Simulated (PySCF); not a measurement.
Species: C7H10NOP.
Z-matrix (Å and degrees, PBE0-D3(BJ)/def2-SVP geometry), rows numbered from 1:
```
C 
C   1  1.5180
N   2  1.4561  1  112.62
C   3  1.3656  2  123.32  1    85.28
P   4  1.7206  3  113.79  2  -176.28
C   5  1.7820  4   88.39  3     0.37
C   6  1.4801  5  128.40  4  -179.88
C   7  1.5080  6  117.55  5     2.54
O   7  1.2147  6  120.87  5  -177.91
C   3  1.3542  2  123.15  1   -90.02
H   1  1.1000  2  110.89  3    59.49
H   1  1.1001  2  111.06  3   -60.63
H   1  1.1002  2  110.28  3   179.40
H   2  1.1002  1  111.02  3   120.81
H   2  1.0998  1  110.87  3  -120.58
H   4  1.0911  3  118.09  2     3.99
H   8  1.1010  7  110.93  6   -53.13
H   8  1.1019  7  109.86  6    64.84
H   8  1.0967  7  109.47  6  -174.84
H  10  1.0904  3  120.76  2    -4.10
```

All values: PBE0/pcSseg-1 (PySCF, non-relativistic), on one gas-phase PBE0-D3(BJ)/def2-SVP geometry that isn't relaxed in the solvent. The solvent is an IEF-PCM continuum (van der Waals radii × 1.2). The model holds no explicit solvent molecules, cavitation or dispersion.

Gas phase at PBE0/pcSseg-1: HOMO -6.68 eV, LUMO -1.15 eV, dipole 4.48 D.

Q: What does the continuum do to the energy, the frontier levels and the dipole at PBE0/pcSseg-1 in cyclohexane and chloroform?

A: 
```tsv
solvent	ε	E(solvent) − E(gas) (kJ/mol)	polarisation term (kJ/mol)	distortion of the solute (kJ/mol)	HOMO (eV)	LUMO (eV)	dipole (D)
cyclohexane	2.017	-14.68	-15.84	1.16	-6.68	-1.21	5.05
chloroform	4.711	-26.45	-30.26	3.81	-6.70	-1.28	5.52
```

The polarisation term is half the interaction of the solute with the surface charges that it induces; the rest is the cost of distorting the solute's density. The sum is the electrostatic part of solvation alone. From cyclohexane to chloroform the lowering changes by a factor 1.80, Onsager's factor (ε − 1)/(2ε + 1) by 1.76 and ε itself by 2.3.

Q: Which radius a makes the point-dipole formula ΔE = −[(ε − 1)/(2ε + 1)]·μ²/a³ give the value in chloroform, with the gas-phase dipole?

A: μ = 1.763 au and |ΔE| = 0.01007 Eh give a = 2.53 Å; the farthest nucleus lies 4.68 Å from the centroid of the nuclei, so such a sphere wouldn't even hold the nuclei. The formula assumes a rigid point dipole at the centre of a sphere.

Q: Which Hirshfeld charges (PBE0/pcSseg-1) respond most in chloroform (means over atoms taken as equivalent)?

A: 
```json
{"atoms": "O9", "environment": "ketone oxygen", "gas (e)": "-0.254", "solvent (e)": "-0.285", "change": "-0.031"}
{"atoms": "P5", "environment": "phosphorus bonded to 2 C", "gas (e)": "+0.024", "solvent (e)": "-0.004", "change": "-0.028"}
{"atoms": "H16", "environment": "aromatic hydrogen", "gas (e)": "+0.051", "solvent (e)": "+0.062", "change": "+0.011"}
{"atoms": "C4", "environment": "aromatic CH next to a ring nitrogen", "gas (e)": "-0.082", "solvent (e)": "-0.075", "change": "+0.007"}
{"atoms": "H14/H15", "environment": "methylene hydrogen", "gas (e)": "+0.055", "solvent (e)": "+0.062", "change": "+0.007"}
{"atoms": "C6", "environment": "substituted aromatic carbon", "gas (e)": "-0.114", "solvent (e)": "-0.121", "change": "-0.007"}
{"atoms": "N3", "environment": "pyrrole-type nitrogen", "gas (e)": "+0.012", "solvent (e)": "+0.019", "change": "+0.007"}
{"atoms": "H20", "environment": "aromatic hydrogen", "gas (e)": "+0.061", "solvent (e)": "+0.066", "change": "+0.005"}
```

Q: Which Mayer bond orders change most in chloroform?

A: 
| bond | length (Å) | gas | solvent | change |
| --- | --- | --- | --- | --- |
| C7–O9 | 1.215 | 2.001 | 1.970 | -0.031 |
| C6–C10 | 1.380 | 1.429 | 1.413 | -0.016 |
| C6–C7 | 1.480 | 0.972 | 0.986 | +0.014 |
| C2–N3 | 1.456 | 0.899 | 0.887 | -0.012 |
| P5–C6 | 1.782 | 1.177 | 1.166 | -0.011 |
| N3–C4 | 1.366 | 1.171 | 1.182 | +0.011 |
| C7–C8 | 1.508 | 1.036 | 1.047 | +0.011 |
| C10–N3 | 1.354 | 1.147 | 1.157 | +0.010 |
